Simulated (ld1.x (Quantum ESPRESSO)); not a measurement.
Transferability test, TM potential for Cs (Z = 55)

* Element: caesium
* Generator: ld1.x (Quantum ESPRESSO) 7.5
* Type: norm-conserving Troullier–Martins (Kleinman–Bylander form)
* Functional: BLYP
* Relativity: scalar-relativistic
* Frozen core: [Kr] 4d10
* Valence charge: 9
* Reference configuration: 5s2 5p6 5d0 6s0.5 6p0.5
* Partial waves: 5s (bound): rc 1.60 bohr; 5p (bound): rc 2.95 bohr; 5d (bound, empty): rc 3.55 bohr
* Local potential: all-electron potential smoothed inside 1.40 bohr (lloc = -1)
* Core correction: none

Occupied shells without a wave of their own: 6p, 6s. They enter only through the test configuration that unscreens the potential.

Energies are relative to the spin-unpolarised reference configuration 5s2 5p6 5d0 6s0.5 6p0.5; without spin polarisation the order of configurations can differ from experiment. Not all tests gave a result: 2 of 7 tests not solved or not reliable. Left out of the table: 5s2 5p5 5d0 6s1 6p0 (solver errors, printed error -222 eV); 5s1 5p6 5d0 6s1 6p0 (solver errors, printed error -362 eV).

Problem. Give the all-electron excitation energy and the error of the potential for: 5s2 5p6 5d0 6s1 6p0; 5s2 5p6 5d0 6s0 6p0; 5s2 5p6 5d0 6s0.5 6p0; 5s2 5p6 5d0.5 6s0.5 6p0; 5s2 5p6 5d1 6s0 6p0.

Solution.

| valence configuration | charge | ΔE all-electron (eV) | error AE − PS (meV) |
| --- | --- | --- | --- |
| 5s2 5p6 5d0 6s1 6p0 | 0 | -0.710 | -24 |
| 5s2 5p6 5d0 6s0 6p0 | +1 | 3.173 | -99 |
| 5s2 5p6 5d0 6s0.5 6p0 | +0.5 | 0.752 | -58 |
| 5s2 5p6 5d0.5 6s0.5 6p0 | 0 | 0.152 | -28 |
| 5s2 5p6 5d1 6s0 6p0 | 0 | 1.011 | -31 |

ld1.x printed “convergence not achieved” for 5 of the counted tests; their residual had stalled under 1e-8, short of the target of 1e-14.

Note: ghost state, extra bound levels that the all-electron valence spectrum of the same l lacks: s at -109.5 eV. A true bound ghost makes a file unfit for plane-wave use.
